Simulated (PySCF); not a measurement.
Compound: C₆H₁₁N₃.
SMILES with atom numbers: `[CH3:1][c:2]1[n:3][nH:4][c:5]([CH:6]([CH3:7])[CH3:8])[n:9]1` (hydrogens: H10, H11, H12 on C1; H13 on N4; H14 on C6; H15, H16, H17 on C7; H18, H19, H20 on C8)

Computed, not measured: PySCF 2.14.0, PBE0-D3(BJ)/def2-SVP geometry optimisation, gas phase.

What internal coordinates does the optimisation give?

```csv
bond,length (Å)
C1–C2,1.486
C2–N3,1.322
N3–N4,1.339
N4–C5,1.350
C5–C6,1.498
"C6–C7, C6–C8",1.526
C5–N9,1.318
C2–N9,1.361
"C1–H10, C1–H11, C1–H12",1.099
N4–H13,1.011
C6–H14,1.104
C7–H15 and 5 like bonds,1.101
```

Bonds in one row agree within 0.01 Å and their mean is given. A selection of angles:
```csv
angle,degrees
C2–C1–H10,110.7
C2–C1–H11,110.1
H10–C1–H11,109.0
H10–C1–H12,107.2
C1–C2–N3,122.7
C1–C2–N9,123.4
N3–C2–N9,114.0
C2–N3–N4,102.5
N3–N4–C5,111.0
N3–N4–H13,120.2
C5–N4–H13,128.8
N4–C5–C6,125.3
N4–C5–N9,108.6
C6–C5–N9,126.1
C5–C6–C7,109.9
C5–C6–C8,112.6
C5–C6–H14,105.9
C7–C6–C8,112.2
C7–C6–H14,107.5
C6–C7–H15,110.7
C6–C7–H17,110.3
H15–C7–H16,108.2
H15–C7–H17,108.9
C2–N9–C5,103.9
```

Torsions: N4–C5–C6–C7 -125° (anticlinal). The mirror-image conformer, all signs reversed, is as good.

Of the pairs four or more bonds apart, C8···H13 is among the closest relative to their van der Waals radii: 2.67 Å, 92 % of the sum of Bondi's values. N9 (pyridine-type nitrogen) is bent (angle 103.9°). N4 (pyrrole-type nitrogen) is planar (angles 128.8°, 120.2° and 111.0°, sum 360.0°, 0.00 Å off the plane of its three neighbours). The 5-membered ring C2–N3–N4–C5–N9 has internal angles of 102.5° to 114.0° (sum 540°, against 540° for a flat polygon); it is planar, 0.00 Å rms from its mean plane, widest ring torsion 0°. The 4 C–C bonds span 1.486 Å (C1–C2, drawn single) to 1.528 Å (C6–C7, drawn single), a spread of 0.042 Å. The C–N distances run from 1.318 Å (C5–N9, aromatic) to 1.361 Å (C2–N9, aromatic), a spread of 0.043 Å.

Point group: C1 (no symmetry element, even within 0.4 Å). PBE0-D3(BJ)/def2-SVP frequencies: not computed here. One conformer, not necessarily the lowest.
